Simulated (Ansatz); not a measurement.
`FB(F)[Si](F)(F)F`, relaxed with RKS PBE0-D4/def2-TZVP in Ansatz from a PBE-D4/def2-SVP geometry. The force threshold is 0.005 eV/Å; the program also tests the step.

Charge 0, multiplicity 1.

Start:

```xyz
7

F     0.340    0.930    1.986
B     0.725    0.606    0.761
F     1.941    0.964    0.375
Si   -0.492   -0.406   -0.502
F    -0.773    0.456   -1.845
F     0.183   -1.809   -0.951
F    -1.923   -0.741    0.176
```

Problem. By how much does the energy fall, and how many steps does the optimiser take? (Estimate.)

Solution. Ansatz gave: 10.91 kJ/mol, in 5 steps, 1 of them rejected.

Problem. Which bonds change most? (Best estimate.)

Solution. Computed: Si4–F7 from 1.619 to 1.575 Å; Si4–F5 from 1.620 to 1.577 Å; Si4–F6 from 1.620 to 1.577 Å; F1–B2 from 1.324 to 1.312 Å.

Problem. Give the relaxed structure. (Estimate.)

Solution. Ansatz gave: 
```xyz
7

F     0.339    0.924    1.971
B     0.722    0.604    0.757
F     1.928    0.960    0.378
Si   -0.496   -0.410   -0.508
F    -0.769    0.431   -1.814
F     0.161   -1.776   -0.942
F    -1.886   -0.733    0.158
```
